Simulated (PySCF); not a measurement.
**How methods differ on the excitation energy of Hf**

Hf [Xe] 4f14 5d2 6s2 (3F) → Hf [Xe] 4f14 5d2 6s1 6p1 (high-spin determinant), as a difference of total energies. Computed with PySCF 2.14 in x2c-TZVPPall (11s7p7d3f1g, 97 functions), with the spin-free X2C one-electron Hamiltonian (Gaussian nucleus). Correlated levels: valence: [Xe] 4f14 frozen. The calculations carry no spin-orbit coupling.

| method | excitation energy (eV) |
| --- | --- |
| UHF | 1.207 |
| MP2 (valence) | 2.061 |
| SCS-MP2 (valence) | 2.353 |
| CCSD (valence) | 2.154 |
| CCSD(T) (valence) | 2.193 |

Q: How much does correlation contribute at CCSD(T) (valence)?

A: 2.193 − (1.207) = 0.986 eV, measured against UHF.

A first-order spin-orbit estimate (lowest level to lowest level, LS coupling) adds -0.156 eV.

The basis was made for the ground configuration and has no added diffuse functions, so the excitation energy can come out too high.

The coupled-cluster amplitudes are large for the upper state (T1 above 0.03 or a double amplitude above 0.15), so a single reference is strained.

The determinant of the upper state mixes LS terms, which raises its energy above the lowest term, most at the Hartree-Fock and MP2 levels.
